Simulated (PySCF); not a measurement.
PBE on Ti- (titanium, charge -1), [Ar] 3d3 4s2, high-spin 4F determinant. Calculation: PySCF 2.14, in def2-QZVPPD; the non-relativistic Hamiltonian (point nucleus).

```
cycle= 1 E= -849.141958221795  delta_E= -0.0119  |g|= 0.14  |ddm|= 1.49
cycle= 2 E= -849.089873466537  delta_E= 0.0521  |g|= 0.347  |ddm|= 1.04
cycle= 3 E= -849.152538265706  delta_E= -0.0627  |g|= 0.0135  |ddm|= 0.507
cycle= 4 E= -849.152630425128  delta_E= -9.22e-05  |g|= 0.0117  |ddm|= 0.0686
cycle= 5 E= -849.152729741686  delta_E= -9.93e-05  |g|= 0.000448  |ddm|= 0.042
cycle= 6 E= -849.152729927942  delta_E= -1.86e-07  |g|= 9.91e-05  |ddm|= 0.00556
cycle= 7 E= -849.152729937555  delta_E= -9.61e-09  |g|= 3.82e-06  |ddm|= 0.000366
cycle= 8 E= -849.152729937564  delta_E= -9.55e-12  |g|= 2.49e-07  |ddm|= 2.99e-05
converged SCF energy = -849.152729937564  <S^2> = 3.7670352  2S+1 = 4.0085086
```

Highest occupied orbital energy: 2.223 eV; ⟨L²⟩ = 12.01; populations by l: s 8.00, p 12.00, d 3.00, f 0.00.

Can this result be used?

With care. The calculation finished and met its thresholds. At PBE the highest occupied level has a positive energy, so only the finite basis holds that electron; in a semilocal or global hybrid functional this comes from self-interaction and does not mean that the real anion is unbound.
